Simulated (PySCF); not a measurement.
C₄H₄F₂, SMILES C#CCC(F)F. Geometry: B3LYP-D3(BJ)/def2-SVP. Other conformers were not sampled.

These are PySCF with B3LYP-D3(BJ)/def2-SVP values and carry that method's errors.

Harmonic wavenumbers (cm⁻¹): 89, 145, 348, 355, 428, 529, 581, 699, 717, 882, 990, 1064, 1125, 1150, 1235, 1306, 1408, 1419, 1431, 2240, 3043, 3071, 3096, 3471. Rotational constants (GHz): 8.688, 2.079, 1.773; symmetry number 1.

Work out the zero-point energy and the ideal-gas rigid-rotor harmonic-oscillator thermochemistry at 298.15 K and 1 atm.

ZPE = ½ Σ hcν = ½ × 30821 cm⁻¹ = 184.35 kJ/mol. H − E(el) = 202.71 kJ/mol. Entropy in J/(mol K): translation 164.88, rotation 111.75, vibration 49.39, total 326.02. G − E(el) = 105.51 kJ/mol. Cp = 94.60 J/(mol K). Modes under 150 cm⁻¹ make the vibrational entropy uncertain.
